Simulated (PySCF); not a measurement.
ethylidifluoroborane, C$_{2}$H$_{5}$BF$_{2}$

Geometry:
```
atom   x (Å)   y (Å)   z (Å)
  C1  -1.062  -0.383  -0.465
  C2   0.146   0.516  -0.233
  B3   1.194  -0.011   0.792
  F4   1.064  -1.170   1.417
  F5   2.278   0.688   1.090
  H6  -1.746   0.049  -1.198
  H7  -0.761  -1.367  -0.830
  H8  -1.622  -0.540   0.459
  H9   0.680   0.705  -1.174
 H10  -0.166   1.514   0.100
```

The calculation used quadratic response CAM-B3LYP/def2-TZVPD first hyperpolarisability, Taylor convention, gas phase in PySCF 2.14.0. Geometry: PBE0-D3(BJ)/def2-TZVP.

**Question.** Give β for the processes computed.

**Answer.** In au, Taylor convention; the vector part is βᵢ = ⅓ Σⱼ (βᵢⱼⱼ + βⱼᵢⱼ + βⱼⱼᵢ); β∥ is 3/5 of the vector part along the dipole, the dipole points from − to +:
| process | λ (nm) | β vector norm | β∥ | β HRS | depolarisation ratio |
| --- | --- | --- | --- | --- | --- |
| static β(0;0,0) | ∞ | 56.9 | -33.6 | 22.5 | 5.97 |
| second harmonic β(−2ω;ω,ω) | 1907 | 57.8 | -34.1 | 22.9 | 5.92 |
| Pockels β(−ω;ω,0) | 1907 | 57.2 | -33.8 | – | – |
| second harmonic β(−2ω;ω,ω) | 1064 | 59.8 | -35.3 | 23.7 | 5.82 |
| Pockels β(−ω;ω,0) | 1064 | 57.9 | -34.2 | – | – |

**Question.** Which lowest excitations, dipole and polarisabilities go with it?

**Answer.** S1 8.33 eV (f = 0.011); S2 8.45 eV (f = 0.007); S3 9.02 eV (f = 0.000); dipole 1.73 D; isotropic α 39.4 au static, 39.5 au at 1907 nm, 39.6 au at 1064 nm, 39.7 au at 953.5 nm, 40.3 au at 532 nm.
